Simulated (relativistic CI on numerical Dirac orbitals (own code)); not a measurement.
Forbidden lines of Re²³⁺

Calculated at this level of theory: Dirac-Coulomb-Breit CI, separate exchange-only KLI orbitals for each configuration, QED by a radiative potential, unscaled Slater integrals (own radial code, finite nucleus).

Configuration list (outside the closed core [Ar] 3d10 4p6 4d10): 4s²4f⁶, 4s²4f⁵5s, 4s²4f⁴5s², 4s²4f⁵6s, 4s4f⁷, 4f⁸. Levels of other configurations are missing.

| λ vac (Å) | Lower | Upper | Type | A (s⁻¹) | E lower (eV) | E upper (eV) |
| --- | --- | --- | --- | --- | --- | --- |
| 1150.8 | 4s²4f⁶ ⁷F1 [2] | 4s²4f⁶ ⁵F2 [26] | M1 | 2.35e+02 | 0.8154 | 11.5894 |
| 1360.1 | 4s²4f⁶ ⁷F3 [4] | 4s²4f⁶ ⁵F2 [26] | M1 | 3.64e+02 | 2.4733 | 11.5894 |
| 1382.4 | 4s²4f⁶ ⁷F3 [4] | 4s²4f⁶ ⁵G3 [25] | M1 | 5.98e+01 | 2.4733 | 11.4418 |
| 1432.9 | 4s²4f⁶ ⁷F3 [4] | 4s²4f⁶ ⁵F4 [22] | M1 | 6.74e+01 | 2.4733 | 11.1257 |
| 1494.0 | 4s²4f⁶ ⁷F1 [2] | 4s²4f⁶ ⁵G2 [13] | M1 | 3.01e+02 | 0.8154 | 9.1143 |
| 1494.6 | 4s²4f⁶ ⁷F2 [3] | 4s²4f⁶ ⁵D3 [19] | M1 | 5.64e+01 | 1.6789 | 9.9743 |
| 1500.7 | 4s²4f⁶ ⁷F4 [5] | 4s²4f⁶ ⁵G3 [25] | M1 | 3.56e+02 | 3.1799 | 11.4418 |
| 1560.4 | 4s²4f⁶ ⁷F4 [5] | 4s²4f⁶ ⁵F4 [22] | M1 | 3.14e+01 | 3.1799 | 11.1257 |
| 1603.1 | 4s²4f⁶ ⁷F2 [3] | 4s²4f⁶ ⁵G3 [15] | M1 | 2.46e+02 | 1.6789 | 9.4129 |
| 1647.8 | 4s²4f⁶ ⁷F6 [7] | 4s²4f⁶ ⁵G5 [27] | M1 | 1.79e+02 | 4.2167 | 11.7410 |
| 1652.9 | 4s²4f⁶ ⁷F3 [4] | 4s²4f⁶ ⁵D3 [19] | M1 | 2.47e+01 | 2.4733 | 9.9743 |
| 1667.5 | 4s²4f⁶ ⁷F2 [3] | 4s²4f⁶ ⁵G2 [13] | M1 | 2.50e+02 | 1.6789 | 9.1143 |
| 1729.6 | 4s²4f⁶ ⁷F3 [4] | 4s²4f⁶ ⁵G4 [17] | M1 | 1.85e+02 | 2.4733 | 9.6415 |
| 1774.9 | 4s²4f⁶ ⁷F6 [7] | 4s²4f⁶ ⁵H7 [24] | M1 | 6.12e+01 | 4.2167 | 11.2020 |
| 1786.6 | 4s²4f⁶ ⁷F3 [4] | 4s²4f⁶ ⁵G3 [15] | M1 | 3.21e+02 | 2.4733 | 9.4129 |
| 1824.8 | 4s²4f⁶ ⁷F4 [5] | 4s²4f⁶ ⁵D3 [19] | M1 | 4.05e+02 | 3.1799 | 9.9743 |
| 1918.8 | 4s²4f⁶ ⁷F4 [5] | 4s²4f⁶ ⁵G4 [17] | M1 | 3.90e+02 | 3.1799 | 9.6415 |
| 1990.6 | 4s²4f⁶ ⁷F4 [5] | 4s²4f⁶ ⁵H5 [14] | M1 | 1.24e+02 | 3.1799 | 9.4084 |
| 2098.7 | 4s²4f⁶ ⁷F3 [4] | 4s²4f⁶ ⁵D2 [11] | M1 | 7.91e+02 | 2.4733 | 8.3810 |
| 2115.7 | 4s²4f⁶ ⁷F5 [6] | 4s²4f⁶ ⁵G4 [17] | M1 | 2.79e+01 | 3.7814 | 9.6415 |
| 2174.6 | 4s²4f⁶ ⁷F5 [6] | 4s²4f⁶ ⁵L6 [16] | M1 | 7.14e+01 | 3.7814 | 9.4830 |
| 2203.4 | 4s²4f⁶ ⁷F5 [6] | 4s²4f⁶ ⁵H5 [14] | M1 | 3.87e+02 | 3.7814 | 9.4084 |
| 2354.3 | 4s²4f⁶ ⁷F6 [7] | 4s²4f⁶ ⁵L6 [16] | M1 | 3.33e+02 | 4.2167 | 9.4830 |
| 2388.1 | 4s²4f⁶ ⁷F6 [7] | 4s²4f⁶ ⁵H5 [14] | M1 | 6.88e+01 | 4.2167 | 9.4084 |
| 2481.8 | 4s²4f⁶ ⁷F2 [3] | 4s²4f⁶ ⁵D1 [9] | M1 | 9.68e+02 | 1.6789 | 6.6746 |
| 2755.3 | 4s²4f⁶ ⁵D1 [9] | 4s²4f⁶ ⁵D0 [23] | M1 | 1.66e+03 | 6.6746 | 11.1745 |
| 3009.6 | 4s²4f⁶ ⁷F1 [2] | 4s²4f⁶ ⁷F0 [8] | M1 | 1.21e+03 | 0.8154 | 4.9350 |
| 3064.4 | 4s²4f⁶ ⁵L6 [10] | 4s²4f⁶ ⁵G5 [27] | M1 | 3.38e+01 | 7.6950 | 11.7410 |
| 3168.0 | 4s²4f⁶ ⁷F5 [6] | 4s²4f⁶ ⁵L6 [10] | M1 | 1.61e+01 | 3.7814 | 7.6950 |
| 3564.5 | 4s²4f⁶ ⁷F6 [7] | 4s²4f⁶ ⁵L6 [10] | M1 | 1.01e+02 | 4.2167 | 7.6950 |
| 5009.3 | 4s²4f⁶ ⁵G2 [13] | 4s²4f⁶ ⁵F2 [26] | M1 | 9.30e+01 | 9.1143 | 11.5894 |
| 5315.2 | 4s²4f⁶ ⁵H5 [14] | 4s²4f⁶ ⁵G5 [27] | M1 | 9.49e+01 | 9.4084 | 11.7410 |
| 5326.9 | 4s²4f⁶ ⁵G2 [13] | 4s²4f⁶ ⁵G3 [25] | M1 | 9.50e+01 | 9.1143 | 11.4418 |
| 5888.2 | 4s²4f⁶ ⁵L7 [12] | 4s²4f⁶ ⁵H7 [24] | M1 | 5.42e+01 | 9.0964 | 11.2020 |
| 6934.5 | 4s²4f⁶ ⁵L6 [10] | 4s²4f⁶ ⁵L6 [16] | M1 | 1.23e+02 | 7.6950 | 9.4830 |
| 7127.3 | 4s²4f⁶ ⁷F0 [8] | 4s²4f⁶ ⁵D1 [9] | M1 | 1.27e+02 | 4.9350 | 6.6746 |
| 7212.6 | 4s²4f⁶ ⁵L6 [16] | 4s²4f⁶ ⁵H7 [24] | M1 | 5.53e+01 | 9.4830 | 11.2020 |
| 7236.4 | 4s²4f⁶ ⁵L6 [10] | 4s²4f⁶ ⁵H5 [14] | M1 | 2.74e+01 | 7.6950 | 9.4084 |
| 7265.5 | 4s²4f⁶ ⁵D1 [9] | 4s²4f⁶ ⁵D2 [11] | M1 | 1.36e+02 | 6.6746 | 8.3810 |
| 7781.8 | 4s²4f⁶ ⁵D2 [11] | 4s²4f⁶ ⁵D3 [19] | M1 | 8.97e+01 | 8.3810 | 9.9743 |
| 8847.7 | 4s²4f⁶ ⁵L6 [10] | 4s²4f⁶ ⁵L7 [12] | M1 | 5.83e+01 | 7.6950 | 9.0964 |
| 14358.1 | 4s²4f⁶ ⁷F1 [2] | 4s²4f⁶ ⁷F2 [3] | M1 | 3.40e+01 | 0.8154 | 1.6789 |
| 14553.0 | 4s²4f⁶ ⁵L7 [12] | 4s²4f⁶ ⁵L8 [18] | M1 | 1.90e+01 | 9.0964 | 9.9483 |
| 15607.9 | 4s²4f⁶ ⁷F2 [3] | 4s²4f⁶ ⁷F3 [4] | M1 | 2.68e+01 | 1.6789 | 2.4733 |
| 17544.9 | 4s²4f⁶ ⁷F3 [4] | 4s²4f⁶ ⁷F4 [5] | M1 | 1.66e+01 | 2.4733 | 3.1799 |

Terms are leading LS components. Brackets give the number of a level in order of energy, since labels repeat. The list gives strong lines, with weight on those to low levels, among the lowest 200 of 2143 levels, so that lines to higher ones, which can be the strongest, are missing. Levels whose partners in the same complex of configurations lie outside the list can be far off, and so can their lines. Rates are taken at the computed energies, electric ones in the length gauge.

At this charge energies of transitions that change n are usually good to better than 1 %, and those within a shell (Δn = 0) to a few per cent. Terms inside the open d or f shell come out 10 to 20 % too wide with unscaled integrals.

LS names give the leading component of a level, which can be under half, so a name can repeat, a term be missing and a line seem to break the LS rules.
